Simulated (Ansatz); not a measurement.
Relaxation of F$_{2}$H$_{6}$OW (10 atoms, charge 0, multiplicity 1), to a largest force component of 0.03 eV/Å in at most 50 steps.

Theory: Ansatz, RKS PBE-D4/def2-SVP.

```xyz
10
Properties=species:S:1:pos:R:3
W -0.271 0.082 0.162
O 0.544 -0.405 1.858
H -0.020 -0.084 2.597
H 1.074 -0.853 -0.228
H 0.895 0.935 -0.721
F -2.065 0.378 -0.399
H -0.534 -1.522 -0.212
H -0.084 -0.432 -1.424
F 0.551 2.360 2.006
H 1.207 1.694 2.044
```

Q: Where does it end, and by what steps?

A: It converged. After 37 steps the energy has fallen by 0.886 eV; H3 moved furthest, 1.24 Å. Joined: W1–F9 (3.04 → 2.36 Å).

```tsv
step	energy less start (eV)	largest force component (eV/Å)	accepted
0	0.0000	0.401	yes
2	-0.1167	0.452	yes
4	-0.1622	0.655	yes
6	-0.1784	1.063	no
8	-0.2780	0.647	yes
10	-0.4644	2.417	yes
12	-0.6737	0.777	yes
14	-0.7041	0.225	yes
16	-0.7172	0.157	yes
18	-0.7341	0.369	yes
20	-0.7462	0.726	no
22	-0.7614	0.248	yes
24	-0.7704	0.177	yes
26	-0.7808	0.740	yes
28	-0.8480	0.332	yes
30	-0.7856	1.105	no
32	-0.8810	0.179	yes
34	-0.8841	0.129	no
36	-0.8853	0.083	yes
37	-0.8856	0.024	yes
```

```xyz
10
Properties=species:S:1:pos:R:3
W -0.098 0.319 0.177
O 0.524 -0.028 1.998
H 0.936 -0.832 2.359
H 0.928 -1.006 -0.038
H 1.207 0.707 -0.839
F -1.747 0.975 -0.489
H -0.780 -1.208 0.054
H -0.136 -0.538 -1.264
F 0.077 2.233 1.549
H 0.386 1.533 2.177
```

Whether the end is a true minimum wasn't checked by a vibrational analysis.

Run time: 88 s on 2 threads of Arm Neoverse V1, with other jobs on the host, peak memory 0.14 GiB.
